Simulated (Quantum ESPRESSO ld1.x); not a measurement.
Input file for ld1.x (Quantum ESPRESSO 7.5):

```
 &input
    zed=34.0,
    iswitch=1,
    rel=1,
    lsd=1,
    dft='PZ',
    config='[Ar] 3d6',
    verbosity='high',
    prefix='ld1',
    max_out_wfc=37,
    file_charge='ld1.rho',
 /
```

Command: `OMP_NUM_THREADS=1 ld1.x < ld1.in > ld1.out`

It prints:

```
     Program LD1 v.7.5 starts

     --------------------------- All-electron run ----------------------------

     scalar relativistic calculation

     atomic number is 34.00
     dft =PZ   lsd =1 sic =0 latt =0  beta=0.20 tr2=1.0E-14
     Exchange-correlation= PZ
                           (   1   1   0   0   0   0   0)
     mesh =2017 r(mesh) =  99.64755 a.u. xmin = -8.00 dx = 0.00800
     1 Ry =  13.60569312 eV, c = 137.03599908

     n l     nl                  e(Ry)          e(Ha)          e(eV)
     1 0     1S 1( 1.00)    -935.976849478    -467.988424739 -12734.6137842
     2 0     2S 1( 1.00)    -136.656151261     -68.328075631  -1859.3016574
     2 1     2P 1( 3.00)    -122.536634770     -61.268317385  -1667.1958490
     3 0     3S 1( 1.00)     -32.569031153     -16.284515576   -443.1242432
     3 1     3P 1( 3.00)     -28.089188489     -14.044594245   -382.1728787
     3 2     3D 1( 5.00)     -20.789461739     -10.394730869   -282.8550366
     1 0     1S 2( 1.00)    -935.969949453    -467.984974727 -12734.5199046
     2 0     2S 2( 1.00)    -136.282637285     -68.141318642  -1854.2197409
     2 1     2P 2( 3.00)    -122.249362826     -61.124681413  -1663.2873151
     3 0     3S 2( 1.00)     -32.047724690     -16.023862345   -436.0315074
     3 1     3P 2( 3.00)     -27.570001712     -13.785000856   -375.1089827
     3 2     3D 2( 1.00)     -20.229768662     -10.114884331   -275.2400244

     final scf error:  7.1E-15 reached in  23 iterations

     Etot =   -4774.274123 Ry,   -2387.137061 Ha,  -64957.308600 eV
     Total magnetization:    4.00 Bohr mag.

     Ekin =    4872.643841 Ry,    2436.321921 Ha,   66295.696805 eV
     Encl =  -11082.598359 Ry,   -5541.299179 Ha, -150786.432275 eV
     Eh   =    1589.317637 Ry,     794.658819 Ha,   21623.768044 eV
     Exc  =    -153.637243 Ry,     -76.818621 Ha,   -2090.341174 eV

     normalization and overlap integrals

     s(1S/1S) =  1.000000  <r> =   0.0441  <r2> =    0.0026  r(max) =   0.0289
     s(1S/2S) = -0.005682
     s(1S/3S) = -0.002294
     s(2S/2S) =  1.000000  <r> =   0.1961  <r2> =    0.0453  r(max) =   0.1643
     s(2S/3S) = -0.001352
     s(2P/2P) =  1.000000  <r> =   0.1712  <r2> =    0.0359  r(max) =   0.1313
     s(2P/3P) = -0.001109
     s(3S/3S) =  1.000000  <r> =   0.5486  <r2> =    0.3442  r(max) =   0.4915
     s(3P/3P) =  1.000000  <r> =   0.5519  <r2> =    0.3536  r(max) =   0.4837
     s(3D/3D) =  1.000000  <r> =   0.5358  <r2> =    0.3428  r(max) =   0.4222
     s(1S/1S) =  1.000000  <r> =   0.0441  <r2> =    0.0026  r(max) =   0.0289
     s(1S/2S) = -0.005691
     s(1S/3S) = -0.002278
     s(2S/2S) =  1.000000  <r> =   0.1959  <r2> =    0.0452  r(max) =   0.1643
     s(2S/3S) = -0.001346
     s(2P/2P) =  1.000000  <r> =   0.1709  <r2> =    0.0357  r(max) =   0.1313
     s(2P/3P) = -0.001102
     s(3S/3S) =  1.000000  <r> =   0.5510  <r2> =    0.3473  r(max) =   0.4915
     s(3P/3P) =  1.000000  <r> =   0.5550  <r2> =    0.3578  r(max) =   0.4876
     s(3D/3D) =  1.000000  <r> =   0.5416  <r2> =    0.3510  r(max) =   0.4222

     ------------------------ End of All-electron run ------------------------
```

Run on one thread of a shared host, so times are rough (Intel(R) Xeon(R) Processor @ 2.60GHz): 0.61 s of CPU time, 0.65 s wall, 23 iterations on 2017 mesh points.
